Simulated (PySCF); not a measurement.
**Exact simulation of a proton spin system**

Molecule: SMILES C=Cc1ccncc1, C7H7N.

Molfile (atoms numbered from 1):
```
C7H7N
     RDKit          3D

 15 15  0  0  0  0  0  0  0  0999 V2000
   -2.4131    1.0032    0.0549 C   0  0  0  0  0  0  0  0  0  0  0  0
   -1.6561   -0.0725   -0.1874 C   0  0  0  0  0  0  0  0  0  0  0  0
   -0.1958   -0.1593   -0.0645 C   0  0  0  0  0  0  0  0  0  0  0  0
    0.6164    0.9134    0.3335 C   0  0  0  0  0  0  0  0  0  0  0  0
    1.9916    0.7285    0.4206 C   0  0  0  0  0  0  0  0  0  0  0  0
    2.6070   -0.4216    0.1463 N   0  0  0  0  0  0  0  0  0  0  0  0
    1.8432   -1.4413   -0.2323 C   0  0  0  0  0  0  0  0  0  0  0  0
    0.4568   -1.3648   -0.3524 C   0  0  0  0  0  0  0  0  0  0  0  0
   -3.4976    0.9616   -0.0676 H   0  0  0  0  0  0  0  0  0  0  0  0
   -1.9911    1.9576    0.3814 H   0  0  0  0  0  0  0  0  0  0  0  0
   -2.1468   -0.9970   -0.5114 H   0  0  0  0  0  0  0  0  0  0  0  0
    0.1870    1.8874    0.5756 H   0  0  0  0  0  0  0  0  0  0  0  0
    2.6333    1.5613    0.7312 H   0  0  0  0  0  0  0  0  0  0  0  0
    2.3589   -2.3825   -0.4566 H   0  0  0  0  0  0  0  0  0  0  0  0
   -0.1158   -2.2404   -0.6689 H   0  0  0  0  0  0  0  0  0  0  0  0
  1  2  2  0
  2  3  1  0
  3  4  2  0
  4  5  1  0
  5  6  2  0
  6  7  1  0
  7  8  2  0
  8  3  1  0
  1  9  1  0
  1 10  1  0
  2 11  1  0
  4 12  1  0
  5 13  1  0
  7 14  1  0
  8 15  1  0
M  END
```

PySCF calculation with PBE0-D3(BJ)/def2-SVP geometry, NMR shieldings at KT3/pcSseg-1/GIAO and B3LYP/pcJ-1 coupling constants (spin–dipole term only in couplings to heteroatoms); single conformer, averaged over atoms made equivalent by symmetry, fast rotation or ring inversion, gas phase, non-relativistic Hamiltonian.

Scale: ¹H (σref 31.32) against TMS (reference shieldings calculated alike).

The 7-spin Hamiltonian (Zeeman plus full scalar coupling among like nuclei) was diagonalised exactly; lines are Lorentzian, 0.7 Hz wide, and the maxima above 3 % are listed with the tallest set to 100.

Peak list at 400 MHz for the spins H9/H10/H11/H12/H13/H14/H15:
Hz from δ = 0 (height): 3371.4 (99), 3369.8 (48), 3366.2 (49), 3364.7 (100), 2719.3 (82), 2718.0 (47), 2714.1 (46), 2712.7 (81), 2534.0 (15), 2522.6 (13), 2515.0 (39), 2503.6 (46), 2491.6 (71), 2490.1 (80), 2472.6 (27), 2471.2 (21), 2178.3 (42), 2176.9 (43), 2166.8 (38), 2165.5 (39)

Extract the chemical shifts and coupling constants behind this pattern (give the signs of the calculation).

Results:


Shifts (ppm): H9 5.43, H10 6.21, H11 6.29, H12/H15 6.79, H13/H14 8.42.
Couplings (Hz): H9–H10: 0.6; H9–H11: 12.3; H9–H12, H9–H15: 0.3; H9–H13, H9–H14: -0.1; H10–H11: 19.0; H10–H12, H10–H15: 0.1; H10–H13, H10–H14: -0.1; H11–H12, H11–H15: -0.6; H11–H13, H11–H14: 0.3; H12–H13, H14–H15: 5.8; H12–H14, H13–H15: 0.9; H12–H15: 1.6; H13–H14: -0.8.
These are the parameters used. A line list fixes at most the relative signs, and those only where coupling is strong; other parameter sets or atom labellings may fit too, and couplings well below the line width leave little trace. Those between chemically equivalent but magnetically inequivalent protons (AA′, BB′) do shape the pattern.

Unscaled 3J(H,H) at this level run about 10 % above measured values.
